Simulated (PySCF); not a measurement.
Electronic absorption of C4H9NSi2

Species: C4H9NSi2.
Numbering: `[SiH3:1][SiH2:2][n:3]1[cH:4][cH:5][cH:6][cH:7]1` (hydrogens: H8, H9, H10 on Si1; H11, H12 on Si2; H13 on C4; H14 on C5; H15 on C6; H16 on C7)

Computed, not measured: PySCF 2.14.0, density-fitted response routines, TDDFT CAM-B3LYP/def2-SVPD, vertical, gas phase, core orbitals frozen in the response. Geometry: PBE0-D3(BJ)/def2-SVP, one conformer, isolated molecule. Torsions of this conformer, `[SiH3:1][SiH2:2][n:3]1[cH:4][cH:5][cH:6][cH:7]1`: Si1–Si2–N3–C4 -130°.

| state | E (eV) | E (kJ/mol) | λ (nm) | f | \|μ\| (D) | main configurations (H = HOMO, L = LUMO) |
| --- | --- | --- | --- | --- | --- | --- |
| S1 | 5.62 | 542 | 220.7 | 0.0011 | 0.23 | H→L (82%), H→L+1 (14%) |
| S2 | 6.09 | 588 | 203.5 | 0.045 | 1.39 | H→L+4 (36%), H→L+3 (24%), H→L+1 (23%) |
| S3 | 6.20 | 598 | 200.0 | 0.0071 | 0.55 | H-1→L (82%), H-1→L+1 (8%) |
| S4 | 6.25 | 603 | 198.2 | 0.0054 | 0.48 | H→L+2 (47%), H→L+3 (10%), H→L+5 (9%) |
| S5 | 6.32 | 610 | 196.3 | 0.039 | 1.28 | H→L+4 (32%), H→L+1 (21%), H→L+2 (16%) |
| S6 | 6.51 | 628 | 190.4 | 0.081 | 1.81 | H-1→L+4 (21%), H→L+1 (19%), H→L+3 (10%) |
| S7 | 6.60 | 637 | 187.7 | 0.018 | 0.86 | H→L+3 (48%), H→L+4 (19%), H→L+2 (18%) |
| S8 | 6.85 | 661 | 181.0 | 0.035 | 1.16 | H-1→L+2 (51%), H-1→L+3 (24%) |
| S9 | 6.90 | 665 | 179.8 | 0.011 | 0.66 | H→L+6 (67%) |
| S10 | 6.98 | 673 | 177.7 | 0.015 | 0.76 | H-1→L+1 (48%) |

Triplets (Tamm–Dancoff): T1 4.15 eV, H→L+4 (64%), H→L+3 (11%); T2 5.23 eV, H-1→L+4 (44%), H→L+13 (10%), H-1→L+3 (8%); T3 5.57 eV, H→L (78%), H→L+1 (14%); T4 5.82 eV, H-1→L (44%), H-2→L (13%), H-1→L+4 (9%).

The lowest singlet lies at 5.62 eV (221 nm, ultraviolet) and is very weak; its leading configuration is HOMO→LUMO (82%). The most intense listed level is S6 at 6.51 eV (190 nm, f = 0.081), 0.89 eV above S1. Löwdin shares by element: HOMO carbon 84% (atoms not listed hold the other 16%); LUMO silicon 55%, hydrogen 17% or more (atoms not listed hold the other 27%). Of the 10 states listed, 7 reach f = 0.01 and none stays under 0.0005. Weighted by f, the mean energy of these states is 6.49 eV. Orbital energies (eV): HOMO-3 -11.14, HOMO-2 -10.04, HOMO-1 -8.29, HOMO -7.51, LUMO 0.76, LUMO+1 1.05, LUMO+2 1.16. The vertical ionisation energy (ΔSCF) is 8.18 eV, 1.20 eV above S10. The window holds the lowest 10 singlets.
